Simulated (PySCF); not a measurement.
Zn(Et)(SiH3) (C₂H₈SiZn), SMILES [SiH3][Zn][CH2]C.

The structure is a stationary point at TPSSh-D3(BJ)/def2-SVP. The structure was generated by enumeration; whether it is a known compound was not checked. One conformer was computed; it need not be the lowest.

Two levels are set side by side: TDDFT-PBE/def2-SVPD (PySCF) and TDDFT-B3LYP/def2-SVPD (PySCF). Vertical, same geometry. The lowest singlet is HOMO→LUMO 99 % with PBE and HOMO→LUMO 99 % with the other functional; states are paired by order. Differences are taken from unrounded values.

```tsv
quantity	TDDFT-B3LYP	TDDFT-PBE	TDDFT-PBE minus TDDFT-B3LYP
lowest singlet excitation (eV)	4.47	4.26	-0.22
lowest triplet excitation (TDA) (eV)	4.11	3.91	-0.19
first bright state (f over 0.05) (eV)	5.67	5.43	-0.24
its oscillator strength	0.37	0.30	-0.07
```

A lower first singlet is the usual sign of a functional without exact exchange. Differences between two approximate levels are no errors against the true value.

Rough cost on one machine, each run with all the roots and properties that it gave: TDDFT-B3LYP against TDDFT-PBE about 4 times.
